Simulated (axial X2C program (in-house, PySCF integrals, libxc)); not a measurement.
**Correcting the dissociation energy of YF for spin–orbit coupling**

A spin-free CCSD(T) curve (one-electron X2C) was computed with an axial X2C code built on PySCF integrals, basis Y dyall-cv3z [11s12p9d6f3g], F dyall-av3z [7s6p3d2f] (cores contracted in-house), for the state M_S = 0, Λ = 0 (closed shell). It gives D0 = 7.042 eV to Y + F, which in a spin-free picture are the weighted means of the ground terms.

Correlated methods: 10 electrons correlated (number of frozen shells: Y 4 s, 3 p, 1 d; F 1 s), 308 virtual spin orbitals or spinors in MP2, 90 natural virtuals in coupled cluster.

Measured levels of the ground terms (NIST Handbook of Basic Atomic Spectroscopic Data), in cm⁻¹: Y 2D: J = 3/2 at 0, J = 5/2 at 530.4; F 2P: J = 3/2 at 0, J = 1/2 at 404.1.

The molecular state has Λ = 0, so it has no first-order lowering.

How far does each ground level lie under the (2J+1)-weighted mean of its term?

Y: (4 × 0 + 6 × 530.4)/10 = 318 cm⁻¹; F: (4 × 0 + 2 × 404.1)/6 = 135 cm⁻¹.

Correct D0.

D0 = 7.042 + (0 − 453)/8065.5 = 6.986 eV at CCSD(T) with these spin–orbit terms.

Second-order spin–orbit effects in the molecule, which grow quickly with Z, are left out. The state is one determinant whose occupation by symmetry is held fixed; it was picked as the lowest of a PBE0 search that is not exhaustive. De is counted from the lowest determinant-based energies of the atoms at the same level, without counterpoise correction. Coupled cluster ran in a truncated set of natural virtual spinors; the MP2 energy of the rest was added. (T) has no such correction and the atoms are truncated less, which lowers De at CCSD(T) by a hundredth of an eV or more. The outer-core s and p shells of the metal are frozen in the correlated rows, which leaves out core–valence correlation; for alkali and alkaline-earth bonds that tends to lengthen them. With the outer-core shells frozen, correlated bond lengths of heavy atoms tend to come out a few hundredths of an ångström too long.
